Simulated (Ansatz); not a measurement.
A search over several starts for the lowest SCF solution of B₃P₂ at the given spin, in a small basis.

```yaml
crystal:
  periodic: [false, false, false]
  atoms:
    - {symbol: B, position_ang: [0.617925, 1.048302, -0.062745]}
    - {symbol: B, position_ang: [0.100078, -0.637643, -0.027699]}
    - {symbol: B, position_ang: [-0.907998, 0.799869, 0.143036]}
    - {symbol: P, position_ang: [1.936245, -0.312148, -0.121296]}
    - {symbol: P, position_ang: [-1.746251, -0.898378, 0.068705]}
basis:
  gaussian: {orbitals: def2-SVP, initial_orbitals: start.molden}
magnetization: {spin_polarized: true, initial_magnetization: 3}
hamiltonian: {xc: pbe0, dispersion: d4}
output: {orbitals: {seedname: orbitals}}
```

The file start.molden holds the orbitals of an earlier run on this structure, at another level or in another basis.

```sh
$ ansatz run in.yaml --threads 4 --pin off --events-out ev --progress --plain --max-ram 4787MiB
```

Output, abridged:

```
Functional definition: PBE0
748 factors; integrals over basis functions are off by at most 1.2e-3 eV
mean field evaluation 1: about -20584.6000 eV, gradient 4.0e0 eV
mean field evaluation 2: about -20584.6792 eV, gradient 1.1e-1 eV
mean field evaluation 4: about -20584.7852 eV, gradient 1.6e-3 eV
mean field evaluation 8: about -20578.4803 eV, gradient 3.0e1 eV
mean field evaluation 16: about -20584.7852 eV, gradient 2.6e-2 eV
mean field -20584.78520112 eV, -756.4769032725 hartree, gradient 2.7e-5 eV, S^2 3.795713; 1 other end points of the search recorded, 0 dependent functions left out
reference -20584.78522215 eV, -756.4769040454 hartree; 24, 21 occupied and 54, 57 virtual orbitals, 748 factors
Total energy: -20584.94984059 eV, -756.4829536616 hartree
```

Run time 1.8 s (4 threads of Arm Neoverse V1 on a shared host).

At PBE0-D4/def2-TZVP a doublet of charge 0 lies 1.62 eV below the quartet, each at its own geometry. The structure comes from a short search, and lower isomers may exist.
